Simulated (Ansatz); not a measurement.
```yaml
crystal:
  periodic: [false, false, false]
  atoms:
    - {symbol: F, position_ang: [-0.131837, -1.945904, -1.167539]}
    - {symbol: B, position_ang: [-0.023619, -0.821052, -0.528165]}
    - {symbol: N, position_ang: [-0.711514, -0.335559, 0.674516]}
    - {symbol: C, position_ang: [-0.043429, 0.750829, 0.581263]}
    - {symbol: S, position_ang: [1.049260, 0.671666, -0.851826]}
    - {symbol: H, position_ang: [-0.096862, 1.615920, 1.245551]}
basis:
  gaussian: {orbitals: def2-SVPD}
hamiltonian: {xc: {name: rPW86-PBE}, dispersion: rvv10}
multiplicity: 3
output: {forces: true}
```

```sh
$ ansatz run in.yaml --threads 2 --pin off --events-out ev --progress --plain --max-ram 4352MiB
```

It prints (some lines left out):

```
Error: YAML parse error: error: line 13 column 1: unknown field `multiplicity`, expected one of crystal, accuracy, basis, kpoints, hamiltonian, magnetization, projection, total_charge, correlation, batch, efield, external_charges, scf, relax, neb, saddle, md, ramp, phonons, dielectric, real_time, elastic, magnetic_configurations, gw, evaluate, workflow, output, checkpoint, execution
11 |   gaussian: {orbitals: def2-SVPD}
12 | hamiltonian: {xc: {name: rPW86-PBE}, dispersion: rvv10}
13 | multiplicity: 3
14 | output: {forces: true}
```

In this input the input holds a key that doesn't belong there. The input was rejected before any iteration.
